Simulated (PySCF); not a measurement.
A calculated (BP86, PySCF 2.14, aug-cc-pVQZ-DK, scalar relativity by spin-free X2C-1e) atom or ion has these occupied shells.

```
shell  electrons  orbital energy (eV)  rms radius, mean of both spins (bohr)
 1s α          1              -1535.4                                  0.139
 1s β          1              -1535.3                                  0.139
 2s α          1              -130.68                                  0.682
 2s β          1              -130.57                                  0.682
 2p α          3              -92.213                                  0.676
 2p β          3              -92.063                                  0.676
 3p α          1              -18.907                                   2.69
```

Name the element and its charge.

Al²⁺ (aluminium, charge +2), in [Ne] 3p1, 2P determinant (an excited configuration).
